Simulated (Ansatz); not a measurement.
Start from `NC(=O)[SiH2]CCl` and change one atom or group to get `NC(=O)[SiH2]F`.

Ansatz, PBE0-D4/def2-TZVP geometries, multiplicity 1. Each molecule was computed in one conformer, which needn't be the lowest.

```json
{"property": "HOMO energy (PBE0/def2-TZVPP) / eV", "`NC(=O)[SiH2]CCl`": "-7.21"}
{"property": "size of the dipole moment (B3LYP/def2-TZVPP) / D", "`NC(=O)[SiH2]CCl`": "3.68"}
{"property": "LUMO energy (PBE0/def2-TZVPP) / eV", "`NC(=O)[SiH2]CCl`": "-0.58"}
{"property": "HOMO–LUMO gap (ωB97M-V/def2-TZVPP) / eV", "`NC(=O)[SiH2]CCl`": "10.98"}
{"property": "size of the dipole moment (PBE/def2-TZVPP) / D", "`NC(=O)[SiH2]CCl`": "3.57"}
{"property": "HOMO–LUMO gap (PBE0/def2-TZVPP) / eV", "`NC(=O)[SiH2]CCl`": "6.63"}
```

(1) What does the change do to each property? (Best estimate.)

Results:

(1) The calculation gave: 
```
                                        property  `NC(=O)[SiH2]F`  shift
              HOMO energy (PBE0/def2-TZVPP) / eV            -7.35  -0.14
size of the dipole moment (B3LYP/def2-TZVPP) / D             2.55  -1.13
              LUMO energy (PBE0/def2-TZVPP) / eV            -0.44   0.14
         HOMO–LUMO gap (ωB97M-V/def2-TZVPP) / eV            11.45   0.47
  size of the dipole moment (PBE/def2-TZVPP) / D             2.53  -1.04
            HOMO–LUMO gap (PBE0/def2-TZVPP) / eV             6.91   0.28
```

With PBE0 the HOMO falls by 0.14 eV and the LUMO rises by 0.14 eV, so the gap widens by about 0.28 eV. PBE moves the HOMO by -0.11 eV and ωB97M-V by -0.17 eV. Dipoles are sizes alone; their direction can turn.

B3LYP here is the variant with VWN-RPA as its local correlation; programs differ in this.
